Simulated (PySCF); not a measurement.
C2H6N2OSi, SMILES CN[SiH2]N=C=O. Heavy atoms are numbered as in [CH3:1][NH:2][SiH2:3][N:4]=[C:5]=[O:6]. Hydrogens are named by the atom that carries them.

Geometry: B3LYP-D3(BJ)/def2-SVP. The structure was generated by enumeration, and PubChem lists no compound with its InChIKey, so it may never have been made. One conformer was computed; it need not be the lowest.

Method: KT2/pcSseg-1 run with PySCF.

GIAO shieldings, no solvent; atoms alike by connectivity are averaged. δ = σ(ref) − σ: ¹³C against TMS (σ = 185.1 ppm); ¹⁵N against NH3 (σ = 266.2 ppm); ²⁹Si against TMS (σ = 361.9 ppm); ¹⁷O against H2O (σ = 330.4 ppm); ¹H against TMS (σ = 31.47 ppm), references at their B3LYP-D3(BJ)/def2-TZVP geometries, non-relativistic.

| nucleus | atoms | count | δ (ppm) |
|---|---|---|---|
| ¹³C | C5 | 1 | 118.6 |
| ¹³C | C1 (CH3) | 1 | 36.1 |
| ¹⁵N | N4 | 1 | 53.9 |
| ¹⁵N | N2 (NH) | 1 | 45.7 |
| ²⁹Si | Si3 (SiH2) | 1 | -58.2 |
| ¹⁷O | O6 | 1 | 133.8 |
| ¹H | H on Si3 | 2 | 5.11 |
| ¹H | H on C1 | 3 | 3.15 |
| ¹H | H on N2 | 1 | 1.15 |
